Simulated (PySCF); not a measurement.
# Deuteron quadrupole couplings in `[SiH3]CBP`

Species: CH8BPSi.
Z-matrix (Å and degrees, PBE0-D3(BJ)/def2-SVP geometry), rows numbered from 1:
```
Si
C   1  1.8984
B   2  1.5500  1  108.68
P   3  1.8898  2  123.55  1    86.11
H   1  1.4936  2  110.75  3    57.10
H   1  1.4955  2  109.37  3   176.88
H   1  1.4935  2  110.35  3   -63.49
H   2  1.1028  1  104.87  3  -119.90
H   2  1.1022  1  106.06  3   124.16
H   3  1.2119  2  119.87  1   -82.10
H   4  1.4199  3  101.30  2   146.06
H   4  1.4222  3  102.88  2    44.21
```

Level: PBE0/pcSseg-1 (PySCF, non-relativistic); Q(2H) = 0.00286 b; rigid geometry, the same for H and D, with no vibrational averaging.

**Question.** Rank these positions by the coupling χzz of a deuteron there, largest first.
A. H11 (P–H hydrogen)
B. H8 (methylene hydrogen)
C. H5 (Si–H hydrogen)
D. H10 (B–H hydrogen)

**Answer.** B (199 kHz), D (133 kHz), A (120 kHz), C (94 kHz).

**Question.** Give the electric field gradient Vzz (the principal value of largest size), its asymmetry and the 2H coupling at each hydrogen.

**Answer.** 
```csv
atom,bonded to,bond length (Å),Vzz (au),η,χzz (kHz)
H5,Si1,1.494,0.1404,0.02,94
H6,Si1,1.495,0.1394,0.02,94
H7,Si1,1.494,0.1398,0.03,94
H8,C2,1.103,0.2960,0.03,199
H9,C2,1.102,0.2963,0.03,199
H10,B3,1.212,0.1984,0.07,133
H11,P4,1.420,0.1790,0.12,120
H12,P4,1.422,0.1769,0.13,119
```

**Question.** Average by the element that carries the hydrogen.

**Answer.** on Si: 94 kHz over 3 positions, mean bond length 1.494 Å; on C: 199 kHz over 2 positions, mean bond length 1.103 Å; on B: 133 kHz over 1 position, mean bond length 1.212 Å; on P: 120 kHz over 2 positions, mean bond length 1.421 Å.

**Question.** A static deuteron (I = 1) shows a doublet split by (3/2)χ, (3/4)χ(1 + η) and (3/4)χ(1 − η) with the field along z, y and x of the gradient. What are these for H7?

**Answer.** With |χ| = 93.9 kHz and η = 0.026: 141, 72 and 69 kHz, to first order and without motion.

One conformer (not necessarily the lowest) at the PBE0-D3(BJ)/def2-SVP geometry, without solvent, vibrations or thermal averaging. A larger basis could move these couplings by a tenth or more.

The run behind these numbers computed NMR shieldings as well. The run took 9.1 s on one thread of an Arm Neoverse V1, on a shared host.
